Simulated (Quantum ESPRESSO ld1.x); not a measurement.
Values are calculated unless marked as measured or tabulated.
Question: All-electron atom: the thulium ion Tm50+ in [Ar] 4d1 (not the ground configuration). Level of theory: non-relativistic Kohn-Sham, exchange-only LDA, spin-polarised, spherical densities, point nucleus; open shells are filled with parallel spins first; relativity is left out, which matters for an element this heavy (ld1.x of Quantum ESPRESSO 7.5). Some entries of the table are withheld. Estimate them.

orbital  occ.  eigenvalue (eV)  r(max) (bohr)  <r> (bohr)
1s up       1         -58400.1          0.015     0.02198
1s down     1         -58400.1          0.015     0.02198
2s up       1         -12166.9          0.079     0.09226
2s down     1         -12164.8          0.079     0.09225
2p up       3         -11804.3          0.062     0.07809
2p down     3         -11802.6          0.062     0.07809
3s up       1         -4764.56          0.210      0.2209
3s down     1         -4762.13          0.210      0.2207
3p up       3         -4623.22          0.197      0.2091
3p down     3         -4621.02          0.197      0.2089
3d up       0         -4398.56          0.152      0.1805
3d down     0         -4396.33          0.152      0.1804
4s up       0         -2512.20          0.417         (1)
4s down     0         -2499.44          0.414         (2)
4d up       1         -2353.73          0.379      0.3804
4d down     0         -2342.06          0.379      0.3796

Answer: 
(1) 4s up <r> (bohr): 0.4121
(2) 4s down <r> (bohr): 0.4117
